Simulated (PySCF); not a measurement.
Vertical excitations of a molecule C5H4N, multiplicity 2 from PySCF 2.14.0 with TDA-PBE/def2-SVPD, as energy in eV (oscillator strength): 2.75 (0.023), 3.26 (0.000), 3.39 (0.000), 3.66 (0.000), 3.68 (0.004), 4.34 (0.000), 4.48 (0.000), 4.51 (0.002), 4.78 (0.001), 5.04 (0.000). The structure is a stationary point at ωB97X-D3(BJ)/def2-SVP. Other conformers were not sampled.

Identify the compound among the candidates.
(A) [c]1ccncc1
(B) [c]1ccccn1
(C) [c]1cccnc1

A, [c]1ccncc1
